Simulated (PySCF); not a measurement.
## Nd2N2 at several levels of theory

Computed with PySCF 2.14.0 (density fitting, no spin-orbit coupling) at the geometry relaxed with PBE:

```xyz
4
Nd2N2 (singlet in the valence; each metal's 4f electrons, 3 of them, lie in its core potential, out of spins and levels)
Nd    0.0000    0.0000    1.5648
Nd    0.0000    0.0000   -1.5648
N     1.3944    0.0000    0.0000
N    -1.3944    0.0000    0.0000
```

```csv
level,basis,state,HOMO (eV),gap (eV),charge on Nd1 (e),population of f-type functions on Nd1 (polarisation alone where 4f lies in the core),dipole about the centre of mass (D),largest force component (eV/Å)
PBE,"Nd lcecp-1-SVP with ECP49, N def2-SVP",singlet,-3.47,1.44,0.41,0.07,0.00,0.00
B3LYP,the same,singlet,-4.20,2.56,0.48,0.07,0.00,0.08
BP86,the same,singlet,-3.59,1.60,0.41,0.07,0.00,0.14
BLYP,the same,singlet,-3.36,1.31,0.39,0.06,0.00,0.79
```

In the lcecp rows the 4f levels are missing from HOMO and gap, and the state counts the valence alone.

Charges are Mulliken's, which hang on the basis. The relaxation used the grid (50, 194), these runs (75, 302) or, all-electron (x2c bases, spin-free X2C Hamiltonian), (99, 590).

Q: What does TPSS with Nd lcecp-1-SVP with ECP49, N def2-SVP give here?

A: state singlet, HOMO (eV) -3.32, gap (eV) 1.54, charge on Nd1 (e) 0.48, population of f-type functions on Nd1 (polarisation alone where 4f lies in the core) 0.06, dipole about the centre of mass (D) 0.00, largest force component (eV/Å) 0.26. Time: 21 s on 2 threads of AMD EPYC (Zen 3), with other jobs on the host, from an already converged density.

In the first row's basis the gap widens with exact exchange: 1.3 to 1.6 eV for BLYP, PBE, TPSS, BP86 (none); 2.6 eV for B3LYP (a fixed share).

An lcecp potential fixes the number of 4f electrons, so in runs with it no electron can move into or out of that shell.
